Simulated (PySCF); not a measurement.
**Finite-field polarisability of Ca (calcium, neutral)**

[Ar] 4s2, closed-shell 1S. Computed with PySCF 2.14 in aug-cc-pVDZ-X2C (6s5p3d, 36 functions), with the spin-free X2C one-electron Hamiltonian (Gaussian nucleus). Frozen: [Ar]. Energy changes in a uniform field (μhartree):

```json
{"axis": "x", "F (au)": "0.001", "HF": "-91.246", "MP2": "-85.770", "CCSD": "-88.025", "CCSD(T)": "-88.025"}
{"axis": "x", "F (au)": "0.002", "HF": "-365.365", "MP2": "-343.374", "CCSD": "-352.245", "CCSD(T)": "-352.245"}
```

Problem. Derive α along x at CCSD(T) from the two fields.

Solution. With ΔE = −αF²/2 − γF⁴/24, α = −(16 ΔE(F) − ΔE(2F))/(6F²) = 176.0 bohr³.

Problem. And the mean polarisability at each level?

Solution. HF 182.4, MP2 171.5, CCSD 176.0, CCSD(T) 176.0 bohr³. Reference: 160.8 ± 4 bohr³ (recommended; Schwerdtfeger and Nagle, table of static dipole polarizabilities (2023 update)).

CCSD(T) lies more than 5 % above the reference; correlation of the frozen inner shells, absent here, would lower it.

A double-zeta set is small for polarisabilities.
